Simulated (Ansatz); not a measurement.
Job for Ansatz (a quantum-chemistry and plane-wave program): R-B3LYP/def2-TZVPP on CH4OSn (SMILES C[O][SnH]), a point of a torsion scan. Elements past Kr take the def2 small-core potentials; no spin–orbit coupling.

Ansatz 0.2 input:
```yaml
crystal:
  periodic: [false, false, false]
  atoms:
    - {symbol: C, position_ang: [-0.75816791, -0.31920978, 0.12021081]}
    - {symbol: O, position_ang: [-0.69820768, 0.99005650, -0.38358726]}
    - {symbol: Sn, position_ang: [-1.50965648, 2.37719266, -1.56475864]}
    - {symbol: H, position_ang: [-0.05497795, -0.95468841, -0.42275519]}
    - {symbol: H, position_ang: [-1.76002035, -0.73967165, 0.01991635]}
    - {symbol: H, position_ang: [-0.47969034, -0.30380273, 1.17665248]}
    - {symbol: H, position_ang: [-3.09669538, 1.51415985, -2.18622702]}
basis:
  gaussian:
    orbitals: def2-TZVPP
hamiltonian:
  xc: {name: B3LYP}
scf: {lower_state_search: off}
```

Task: Predict the final total energy.

Result: -330.1521 hartree.
